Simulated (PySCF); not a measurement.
**Unknown compound**

The spectra below were simulated for a compound C6H9NSi.

$^{1}$H NMR (600 MHz, computed): δ 7.00 (m, 1H), 6.81 (m, 1H), 6.64 (m, 1H), 6.55 (m, 1H), 5.81 (m, 1H), 5.27 (m, 1H), 5.06 (s, 3H).

$^{13}$C{$^{1}$H} NMR (computed): δ 136.8 (CH), 133.9 (C), 129.6 (CH), 129.5 (CH), 114.8 (CH), 114.6 (CH2).

[PySCF 2.14.0 with density-fitted response routines: NMR shieldings at PBE0/pcSseg-1/GIAO; coordinates at the GFN2-xTB level; single conformer; non-relativistic; averaged over atoms made equivalent by symmetry, fast rotation or ring inversion; gas phase]

Referencing at the same level of theory: $^{1}$H (σ = 31.72 ppm) and $^{13}$C (σ = 186.93 ppm) vs TMS.

Task: What is the structure?

Result: 
1. The formula gives 4 degrees of unsaturation (1 ring in the answer).
2. 6 carbon signals for 6 carbons: no two carbons are equivalent.
3. Carbon types of the structure: 1 × C, 4 × CH, 1 × CH2, leaving 3 H on heteroatoms.
4. δC 136.8: alkene CH; the olefinic region.
5. δC 133.9: substituted aromatic carbon.
6. δC 129.6, 129.5: aromatic CH next to a ring nitrogen.
7. δC 114.8: aromatic CH.
8. δC 114.6: terminal =CH2 carbon; the olefinic region.
9. δH 7.00: hydrogen on an aromatic CH; aromatic region.
10. δH 6.81: hydrogen on an alkene CH; a vinylic proton, deshielded by the sp2 carbon and the C=C anisotropy.

The compound is `C=Cc1ccn([SiH3])c1`.

The shifts were computed for this structure.

Shifts are as computed. Against solution values, carbons near 30 ppm lie about +3 ppm off and those near 130 ppm about +5 ppm. Of 1313 compounds with measured shifts, 239 miss one by over three times the rms of a fit or turn the order of signals round; such compounds aren't used in these exercises. No couplings were computed; multiplicities are counted from neighbouring protons, with m where these are inequivalent, close in shift, in a saturated or five-membered ring or joined by F or P, and br s for small geminal =CH2 splittings.
